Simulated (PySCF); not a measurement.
SnF₃Cl, SMILES [F][Sn]([F])([F])[Cl].

Geometry optimised at B3LYP-D3(BJ)/def2-SVP. The def2 effective core potentials stand for the cores of Sn; spin–orbit coupling is left out.

Level of theory: C-PCM-PBE0/def2-SVP (PySCF 2.14.0).

The values are the electrostatic part of the solvation free energy, E(continuum) − E(gas) at the gas-phase geometry, in a cavity of scaled van der Waals radii (PySCF's table); cavitation and dispersion terms are not included. A continuum can't describe solvent molecules that bind to the metal. In vacuum the orbital gap is 6.72 eV. The dipole moment in vacuum is 1.40 D.

```json
[
 {"solvent": "water", "ε": "78.36", "ΔG(elec) (kcal/mol)": "-4.3", "dipole (D)": "1.64", "gap (eV)": "6.61"},
 {"solvent": "benzene", "ε": "2.27", "ΔG(elec) (kcal/mol)": "-2.4", "dipole (D)": "1.52", "gap (eV)": "6.67"},
 {"solvent": "2-propanol", "ε": "19.26", "ΔG(elec) (kcal/mol)": "-4.1", "dipole (D)": "1.63", "gap (eV)": "6.62"}
]
```
